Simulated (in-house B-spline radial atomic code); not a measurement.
Configurations of I⁺, with energies counted from [Kr] 4d10 5s2 5p4. Computed with a B-spline radial code for spherical atoms: scalar-relativistic (X2C) PBEsol, spin-polarised, spherical fractional occupations, Fermi nucleus of rms radius 4.75 fm. Shells without spins written out take the highest spin.

Occupations are held fixed; configurations that lie above the ionisation limit could autoionise.

```
                                  configuration  E - E(ref) (eV)  highest orbital  its <r> (bohr)
                          [Kr] 4d10 5s2 5p3 6s1           9.4926            6s up           4.699
                              [Kr] 4d10 5s1 5p5           10.956          5p down           2.318
[Kr] 4d10 5s2 5p(2 up, 1 down) 5f(0 up, 1 down)           17.726          5f down           12.58
                           [Kr] 4d9 5s2 5p4 5f1           64.858            5f up            10.2
             [Ar] 3d10 4s2 4p5 4d10 5s2 5p4 6p1           139.11            6p up           5.652
             [Ar] 3d10 4s2 4p5 4d10 5s2 5p4 5f1           142.98            5f up           10.08
              [Ar] 3d9 4s2 4p6 4d10 4f1 5s2 5p4           634.01            4f up           6.201
```

(1) Order these further configurations by energy, lowest first.
A. [Kr] 4d10 5s1 5p4 6f1
B. [Kr] 4d10 5s2 5p(2 up, 1 down) 5d(1 up, 0 down)
C. [Kr] 4d10 5s2 5p(2 up, 2 down)
D. [Ar] 3d10 4s2 4p5 4d10 5s2 5p4 6d1
E. [Kr] 4d10 4f1 5s2 5p3

(2) How far above the reference does [Kr] 4d(4 up, 5 down) 5s2 5p(1 up, 3 down) 6s(1 up, 0 down) lie?

(3) How far above the reference does [Kr] 4d(4 up, 5 down) 4f(0 up, 1 down) 5s2 5p(1 up, 3 down) lie?

(4) How far above the reference does [Ar] 3d10 4s2 4p5 4d10 5s2 5p4 6s1 lie?

## Answers

(1) C (0.71875 eV), B (12.044 eV), E (14.767 eV), A (28.22 eV), D (141.72 eV).

(2) 58.903 eV; its least bound orbital is 6s up with <r> = 4.705 bohr.

(3) 63.872 eV; its least bound orbital is 4f down with <r> = 6.201 bohr.

(4) 136.74 eV; its least bound orbital is 6s up with <r> = 4.58 bohr.
